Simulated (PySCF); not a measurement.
C4H8S, SMILES CC1CSC1. Geometry: ωB97X-D3(BJ)/def2-SVP.

These are ωB97X-D3(BJ)/def2-SVP run with PySCF values and carry that method's errors.

Harmonic wavenumbers (cm⁻¹): 101, 240, 318, 420, 510, 746, 766, 855, 877, 930, 947, 1005, 1047, 1124, 1172, 1219, 1221, 1257, 1332, 1371, 1418, 1467, 1476, 1480, 1490, 3057, 3090, 3092, 3102, 3151, 3154, 3166, 3167. Rotational constants (GHz): 9.135, 2.875, 2.387; symmetry number 1.

Work out the zero-point energy and the ideal-gas rigid-rotor harmonic-oscillator thermochemistry at 298.15 K and 1 atm.

ZPE = ½ Σ hcν = ½ × 49769 cm⁻¹ = 71.15 kcal/mol. H − E(el) = 75.24 kcal/mol. Entropy in cal/(mol K): translation 39.34, rotation 26.04, vibration 9.64, total 75.02. G − E(el) = 52.87 kcal/mol. Cp = 21.83 cal/(mol K). Modes under 150 cm⁻¹ make the vibrational entropy uncertain.
